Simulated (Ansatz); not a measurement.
The same path of GaH5O2S (9 atoms, charge 0, multiplicity 1) was run twice with different band settings. Lost on the way: H5–O6. Made: Ga1–O6, S2–H5.

Level of theory: UKS PBE0/def2-SVP (Ansatz).

Relaxed end points:

```xyz
9
Properties=species:S:1:pos:R:3
Ga -0.663 -0.935 -0.343
S 1.505 -1.126 0.324
H -0.833 -1.042 -1.898
H -1.730 -1.212 0.760
H 1.036 1.026 0.580
O 0.406 1.793 0.511
O -0.577 1.245 -0.342
H 1.221 -1.364 1.623
H -0.364 1.615 -1.214
```

```xyz
9
Properties=species:S:1:pos:R:3
Ga -1.002 -0.833 -0.261
S 1.511 -1.019 0.401
H -0.837 -1.193 -1.773
H -1.815 -1.557 0.860
H 1.428 0.276 -0.063
O -0.885 0.978 0.162
O 0.165 1.534 -0.642
H 1.305 -0.646 1.682
H 0.130 2.460 -0.366
```

Common settings: movable images 5; climbing image yes; spring 5.0 eV/Å²; optimiser quadratic models (default); force threshold 0.03 eV/Å; iteration limit 60; end points relaxed.

| run | start path |
| --- | --- |
| 1 | through a guess of the saddle point |
| 2 | straight line |

What does each run give, and how far can it be trusted?

Run 1: converged after 14 iterations, highest image 0.769 eV above the first end. The profile has 2 maxima (images 2, 4) with wells between them (image 3): this band takes more than one step, which may be the mechanism or a detour left from its start path. A vibrational analysis at the climbing image gives one clearly imaginary mode, 324i cm⁻¹: a first-order saddle point.
Run 2: converged after 41 iterations, highest image 0.769 eV above the first end. The profile has 2 maxima (images 2, 4) with wells between them (image 3): this band takes more than one step, which may be the mechanism or a detour left from its start path. Another band between the same ends (5 images) ends at a top of the same energy, where a vibrational analysis finds 1 clearly imaginary mode.
The orbitals stay closed-shell, which can raise the energy where a bond breaks towards radicals; this wasn't checked here.
